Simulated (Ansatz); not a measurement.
`CBCSC` + `[SiH3]S` → `CBS[SiH3]` + `CSC` at 500 K and 1 bar (ligand exchange at a B–C bond).

Gas-phase electronic energies from Ansatz, PBE0-D4/def2-TZVP geometries. CBS: MP2 limit from def2 TZ/QZ plus the TZ coupled-cluster correction, frozen cores. Each species was taken in one conformer, which may not be the lowest.

| species | CCSD(T)/CBS energy (Eh) | H − E (kJ/mol) | S (J/(mol·K)) |
| --- | --- | --- | --- |
| `CBCSC` | -542.14275 | 353.1 | 444.1 |
| `[SiH3]S` | -689.27336 | 117.6 | 310.5 |
| `CBS[SiH3]` | -753.96029 | 247.4 | 413.0 |
| `CSC` | -477.48821 | 231.6 | 327.4 |

H − E and S are ideal-gas, rigid-rotor, harmonic terms from PBE0-D4/def2-TZVP, for one conformer and one mirror image of each species. 1 Eh = 2625.50 kJ/mol, R = 8.31446 J/(mol·K).

Problem. By hand: ΔE, ΔH, ΔS and ΔG.

Solution. ΔE = (-753.96029) + (-477.48821) − (-542.14275) − (-689.27336) = -0.03239 Eh = -85.0 kJ/mol. Δ(H − E) = 247.4 + 231.6 − 353.1 − 117.6 = 8.3, so ΔH = -76.7 kJ/mol. ΔS = 413.0 + 327.4 − 444.1 − 310.5 = -14.2 J/(mol·K). ΔG = -76.7 − 500 × (-14.2)/1000 = -69.6 kJ/mol.

Problem. By hand: the equilibrium constant, and the temperature at which ΔG would vanish if ΔH and ΔS stayed fixed.

Solution. log₁₀ K = −ΔG/(RT ln 10) = 7.3. ΔG = 0 at ΔH/ΔS = 5401 K, far beyond where these terms or the molecules hold.

The number of gas molecules stays the same, so ΔS is small and ΔH decides. A doubt of 5 kJ/mol in ΔE shifts log₁₀ K by 0.5 here. Other conformers and mirror images would add mixing entropy, several J/(mol·K) or more a flexible species. Modes under 60 cm⁻¹, often nearly free rotors, make the harmonic entropy too high. These are equilibria of isolated gas molecules and say nothing of rates. Largest T1 diagnostic: 0.013 (customary marks: 0.02 for closed shells, 0.045 for open ones).
